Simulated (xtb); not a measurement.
methylamine (CH5N), singlet, geometry from GFN2-xTB. Base run: GFN2-xTB (xtb 6.7.1).

The xtb input:
```
$ xtb mol.xyz --gfn 2 --json

# file mol.xyz
7

C      0.06015742     0.70059241    -0.00131411
N      0.03966195    -0.75172453     0.00299697
H     -0.93451955     1.16943137    -0.01795391
H     -0.46398692    -1.09295311     0.81518120
H     -0.43905591    -1.09816464    -0.82195807
H      0.58603787     1.04291425     0.88931393
H      0.61294631     1.03728935    -0.87767727
```

Variants of this job, named by their change:

| change | ΔE vs base (kcal/mol) | HOMO-LUMO gap (eV) | dipole (D) | G_solv (kcal/mol) | SCF cycles |
|---|---|---|---|---|---|
| base | 0.000 | 11.55 | 1.46 | - | 8 |
| alpb = ch2cl2 | -2.01 | 11.56 | 1.48 | -2.02 | 9 |
| acc = 1000 | 0.001 | 11.55 | 1.46 | - | 4 |
| alpb = acetone | -2.63 | 11.58 | 1.49 | -2.73 | 8 |
| etemp = 10000 | -0.111 | 11.56 | 1.46 | - | 8 |
| alpb = acetonitrile | -1.99 | 11.58 | 1.49 | -2.07 | 8 |
| acc = 0.1 | 0.000 | 11.55 | 1.46 | - | 10 |

ALPB and GBSA are two models with their own fitted parameters for each solvent, which aren't always the measured dielectric constant.
